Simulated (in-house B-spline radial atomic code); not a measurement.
Checks on a self-consistent run for the hafnium ion Hf³⁺, [Xe] 4f14 (5d3/2)1. Level of theory: Dirac-Hartree-Fock, average of the jj configuration, Fermi nucleus of rms radius 5.347 fm; calculated with a B-spline radial code for spherical atoms.

```json
{"orbital": "1s1/2", "q": "2", "ε (Eh)": "-2417.41585", "<1/r>": "83.775", "<r²>": "0.00049504", "small-component weight": "0.073343"}
{"orbital": "2s1/2", "q": "2", "ε (Eh)": "-419.11159", "<1/r>": "20.3234", "<r²>": "0.00757441", "small-component weight": "0.016565"}
{"orbital": "2p1/2", "q": "2", "ε (Eh)": "-399.42240", "<1/r>": "20.2478", "<r²>": "0.00544602", "small-component weight": "0.016583"}
{"orbital": "2p3/2", "q": "4", "ε (Eh)": "-355.52535", "<1/r>": "17.2186", "<r²>": "0.0066472", "small-component weight": "0.015067"}
{"orbital": "3s1/2", "q": "2", "ε (Eh)": "-98.43148", "<1/r>": "7.47069", "<r²>": "0.0494422", "small-component weight": "0.0054391"}
{"orbital": "3p1/2", "q": "2", "ε (Eh)": "-89.73317", "<1/r>": "7.37227", "<r²>": "0.0456315", "small-component weight": "0.0053659"}
{"orbital": "3p3/2", "q": "4", "ε (Eh)": "-80.17215", "<1/r>": "6.59658", "<r²>": "0.0522086", "small-component weight": "0.0049412"}
{"orbital": "3d3/2", "q": "4", "ε (Eh)": "-65.65231", "<1/r>": "6.46855", "<r²>": "0.040822", "small-component weight": "0.0047973"}
{"orbital": "3d5/2", "q": "6", "ε (Eh)": "-63.58655", "<1/r>": "6.28261", "<r²>": "0.042641", "small-component weight": "0.0046764"}
{"orbital": "4s1/2", "q": "2", "ε (Eh)": "-21.74331", "<1/r>": "3.10378", "<r²>": "0.248103", "small-component weight": "0.0017381"}
{"orbital": "4p1/2", "q": "2", "ε (Eh)": "-18.13981", "<1/r>": "2.99075", "<r²>": "0.257963", "small-component weight": "0.0016491"}
{"orbital": "4p3/2", "q": "4", "ε (Eh)": "-15.93003", "<1/r>": "2.73497", "<r²>": "0.292528", "small-component weight": "0.0015013"}
{"orbital": "4d3/2", "q": "4", "ε (Eh)": "-9.99766", "<1/r>": "2.50943", "<r²>": "0.325744", "small-component weight": "0.0013042"}
{"orbital": "4d5/2", "q": "6", "ε (Eh)": "-9.58031", "<1/r>": "2.44347", "<r²>": "0.339827", "small-component weight": "0.0012594"}
{"orbital": "4f5/2", "q": "6", "ε (Eh)": "-2.17765", "<1/r>": "1.95184", "<r²>": "0.542049", "small-component weight": "0.00085341"}
{"orbital": "4f7/2", "q": "8", "ε (Eh)": "-2.10365", "<1/r>": "1.92601", "<r²>": "0.556201", "small-component weight": "0.0008358"}
{"orbital": "5s1/2", "q": "2", "ε (Eh)": "-3.93453", "<1/r>": "1.15497", "<r²>": "1.48633", "small-component weight": "0.00034699"}
{"orbital": "5p1/2", "q": "2", "ε (Eh)": "-2.81852", "<1/r>": "1.03492", "<r²>": "1.82418", "small-component weight": "0.00028539"}
{"orbital": "5p3/2", "q": "4", "ε (Eh)": "-2.47879", "<1/r>": "0.951605", "<r²>": "2.09398", "small-component weight": "0.00024949"}
{"orbital": "5d3/2", "q": "1", "ε (Eh)": "-1.19764", "<1/r>": "0.662119", "<r²>": "4.26588", "small-component weight": "0.0001231"}
```

Electron-electron repulsion V_ee = 5556.6659 hartree.

Question: What total energy follows from the eigenvalues?

Answer: The eigenvalues count the repulsion twice, so E = Σqε - V_ee = -9530.620 - 5556.666 = -15087.286 hartree; the run printed -15087.286.

Question: Does the Dirac virial theorem hold?

Answer: For a point nucleus E = -2c²Σq·w, with w the small-component weight. Here Σq·w = 0.40162 and c = 137.0360, so the ratio E/(-2c²Σq·w) is 1.000231; the finite nucleus accounts for the departure from 1.

Question: What diamagnetic shielding (Lamb formula) and susceptibility (Langevin formula) do the radii give?

Answer: σ = (α²/3)Σq<1/r> = 521.004/(3·137.036²) = 9248.1 ppm, and χ = -0.79199×10⁻⁶·Σq<r²> = -26.42×10⁻⁶ cm³/mol with Σq<r²> = 33.361 bohr². Both are non-relativistic formulas without the paramagnetism of open shells; for so heavy an element the full relativistic shielding is larger by tens of per cent.
